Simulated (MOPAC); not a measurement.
Input for MOPAC: AM1 on GaP+, 2S+1 = 4, a spin state set in the input, which need not be the lowest, a point of a bond scan (R = 2.549 Å). Charge +1.

```
AM1 1SCF PRECISE CHARGE=1 UHF MS=1.5 THREADS=1
GaP

P      0.00000000 1     0.00000000 1     0.00000000 1
Ga     0.00000000 1     0.00000000 1     2.54883900 1
```

Program output:

```
*******************************************************************************
 **                                                                           **
 **                              MOPAC v23.2.5                                **
 **                                                                           **
 *******************************************************************************
 ** MOPAC's Digital Object Identifier: https://doi.org/10.5281/zenodo.6511958 **
 **                                                                           **
 ** Please cite the open-source release paper for use of this MOPAC version:  **
 ** J. E. Moussa and J. J. P. Stewart (2026)                                  **
 ** MOPAC: An open-source semiempirical molecular orbital program             **
 ** J. Open Source Softw., 11(119), 8025, https://doi.org/10.21105/joss.08025 **
 *******************************************************************************

                              AM1 CALCULATION RESULTS

 *******************************************************************************
 *  AM1        - The AM1 Hamiltonian to be used
 *  UHF        - UNRESTRICTED HARTREE-FOCK CALCULATION
 *
 *
 *
 *                 CHARGE ON SYSTEM = +1
 *
 *
 *
 *  MS=        - IN MECI, MAGNETIC COMPONENT OF SPIN =  1.5
 *  PRECISE    - TIGHTER CRITERIA TO BE USED
 *  1SCF       - DO 1 SCF AND THEN STOP
 *  THREADS=1  - MULTI-THREADING NOT USED
 *  T=         - A TIME OF 172800.0 SECONDS REQUESTED
 *  DUMP=N     - RESTART FILE WRITTEN EVERY 7200.0 SECONDS REQUESTED
 *******************************************************************************
AM1 1SCF PRECISE CHARGE=1 UHF MS=1.5 THREADS=1
 GaP

   ATOM   CHEMICAL          X               Y               Z
  NUMBER   SYMBOL      (ANGSTROMS)     (ANGSTROMS)     (ANGSTROMS)

     1       P          0.00000000  *   0.00000000  *   0.00000000  *
     2      Ga          0.00000000  *   0.00000000  *   2.54883900  *



          CARTESIAN COORDINATES

    NO.       ATOM           X           Y           Z

     1         P          0.0000      0.0000      0.0000
     2        Ga          0.0000      0.0000      2.5488

  P: (AM1): M.J.S.DEWAR, JIE, C, THEOCHEM, 187, 1 (1989)
 Ga: (AM1): J. J. P. STEWART, J. MOL. MOD., 10, 155-164 (2004)

           Empirical Formula: P Ga  =     2 atoms



      MOLECULAR POINT GROUP   :   C*v


          UHF CALCULATION, NO. OF ALPHA ELECTRONS =    5
                           NO. OF BETA  ELECTRONS =    2

 -------------------------------------------------------------------------------
 AM1 1SCF PRECISE CHARGE=1 UHF MS=1.5 THREADS=1
 GaP



     1SCF WAS SPECIFIED, SO BFGS WAS NOT USED
     SCF FIELD WAS ACHIEVED


                              AM1 CALCULATION
                                                       MOPAC v23.2.5 Linux




          FINAL HEAT OF FORMATION =        273.26991 KCAL/MOL =    1143.36129 KJ/MOL


          COSMO AREA              =         91.54 SQUARE ANGSTROMS
          COSMO VOLUME            =         75.46 CUBIC ANGSTROMS

          IONIZATION POTENTIAL    =         15.427472 EV
          ALPHA SOMO LUMO (EV)    =        -15.427 -5.573
          BETA  SOMO LUMO (EV)    =        -19.393 -8.213
          NO. OF ALPHA ELECTRONS  =          5
          NO. OF BETA  ELECTRONS  =          2
          MOLECULAR WEIGHT        =        100.7088         POINT GROUP:  C*v

          MOLECULAR DIMENSIONS (Angstroms)

            Atom       Atom       Distance
           Ga     2    P     1     2.54884
           Ga     2    P     1     0.00000
            P     1   Ga     2     0.00000


          SCF CALCULATIONS        =          1





   ATOM   CHEMICAL          X               Y               Z
  NUMBER   SYMBOL      (ANGSTROMS)     (ANGSTROMS)     (ANGSTROMS)

     1       P          0.00000000  *   0.00000000  *   0.00000000  *
     2      Ga          0.00000000  *   0.00000000  *   2.54883900  *

                             CARTESIAN COORDINATES

   1    P        0.000000000     0.000000000     0.000000000
   2   Ga        0.000000000     0.000000000     2.548839000


           Empirical Formula: P Ga  =     2 atoms



      MOLECULAR POINT GROUP   :   C*v


          ALPHA EIGENVALUES
 -22.91892 -19.55198 -15.84840 -15.42747 -15.42747  -5.57333  -5.57333  -5.52776


           BETA EIGENVALUES
 -20.54257 -19.39272  -8.21305  -7.28373  -7.28373  -5.37154  -5.37154  -4.88768


              NET ATOMIC CHARGES AND DIPOLE CONTRIBUTIONS

  ATOM NO.   TYPE          CHARGE      No. of ELECS.   s-Pop       p-Pop
    1          P           0.228380        4.7716     1.90226     2.86936
    2         Ga           0.771620        2.2284     1.99683     0.23155
 DIPOLE           X         Y         Z       TOTAL
 POINT-CHG.     0.000     0.000     0.969     0.969
 HYBRID         0.000     0.000    -0.338     0.338
 SUM            0.000     0.000     0.631     0.631


          ATOMIC ORBITAL ELECTRON POPULATIONS

     Atom    s        px        py        pz
    1  P   1.90226   0.98036   0.98036   0.90864
    2 Ga   1.99683   0.01964   0.01964   0.19227


                    (SZ)    =    1.500000
                    (S**2)  =    3.752355


          ATOMIC ORBITAL SPIN POPULATIONS

    Atom   Total    s     px     py     pz
         Atomic
    1  P  2.8817  0.045  0.980  0.980  0.876
    2 Ga  0.1183  0.001  0.020  0.020  0.078

 **********************
 *                    *
 * JOB ENDED NORMALLY *
 *                    *
 **********************




 == MOPAC DONE ==
```

The run finished.

Cost: roughly 0.03 core-seconds.
